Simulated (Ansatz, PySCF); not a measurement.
System: BI2, net charge 0, doublet state. It need not be the lowest isomer of its formula. 
Geometry from a B3LYP-D3(BJ)/def2-TZVP (Ansatz, an electronic-structure program) optimisation:
SMILES: I[B]I
```xyz
3

B      0.8267    -0.1246    -0.2499
I      0.2666    -1.0528     1.5507
I     -0.3446     1.0646    -1.5271
```
Charge 0, spin multiplicity 2.

Property: atomisation energy (electronic, to ground-state atoms), in kJ/mol. Correlated levels leave the core frozen unless marked. Open shells are spin-unrestricted. No spin-orbit coupling. Frozen are the shells of the preceding noble gas and the d and f shells that filled before the atom's block. In def2 rows, elements after Kr have scalar-relativistic effective core potentials. The coupled-cluster limit lacks core correlation, which all-electron functionals hold. CBS marks a two-point X^-3 extrapolation of the correlation energy; Hartree-Fock from the larger set. [CCSD(T)-MP2]/basis is that difference in the basis named.

```tsv
level	program	atomisation energy (kJ/mol)
HF/def2-TZVPD	PySCF	400.3
HF/def2-QZVPP	Ansatz	400.5
```

Question: Predict the RI-MP2/CBS(def2-TZVPPD,def2-QZVPPD)+[CCSD(T)-MP2]/def2-TZVPPD result (Ansatz).

Answer: 585.7 kJ/mol
